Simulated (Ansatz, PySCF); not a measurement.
Reaction (SMILES): N[Si](O)(O)O → N[Si](O)O + [OH] (HO) (the O-Si bond at the site shown breaks; other sites are not compared here)
Geometries: B3LYP-D3(BJ)/def2-TZVP minima from Ansatz (a program for electronic structure), one conformer each, not searched for the lowest.

Wanted: bond dissociation energy (enthalpy at 298 K, with B3LYP-D3(BJ) rigid-rotor harmonic-oscillator terms from PySCF), in kJ/mol. Correlated levels leave the core frozen unless marked. Open shells are spin-unrestricted. No spin-orbit coupling. Non-relativistic. CBS(X,Y): correlation extrapolated as X^-3; Hartree-Fock from the larger set.

```tsv
level	program	bond dissociation energy (kJ/mol)
BLYP-D3(BJ)/def2-TZVPD	Ansatz + dftd3	…
r2SCAN-D3(BJ)/def2-TZVPD	Ansatz + dftd3	…
HSE06-D3(BJ)/def2-TZVPD	Ansatz + dftd3	539.6
CAM-B3LYP-D3(BJ)/def2-TZVPD	Ansatz + dftd3	553.5
LC-wPBE-D4/def2-TZVPD	Ansatz + dftd4	…
B2GP-PLYP/def2-TZVPD	Ansatz	556.4
RPA@PBE/cc-pV(T+d)Z	Ansatz	…
SCS-MP2/cc-pV(D+d)Z	Ansatz	546.0
CCSD(T)/CBS(cc-pV(T+d)Z,cc-pV(Q+d)Z)	Ansatz	577.5
```

**Question.** Fill in the missing entries.

**Answer.** 
- BLYP-D3(BJ)/def2-TZVPD, bond dissociation energy (kJ/mol): 524.1
- r2SCAN-D3(BJ)/def2-TZVPD, bond dissociation energy (kJ/mol): 537.5
- LC-wPBE-D4/def2-TZVPD, bond dissociation energy (kJ/mol): 554.6
- RPA@PBE/cc-pV(T+d)Z, bond dissociation energy (kJ/mol): 529.7
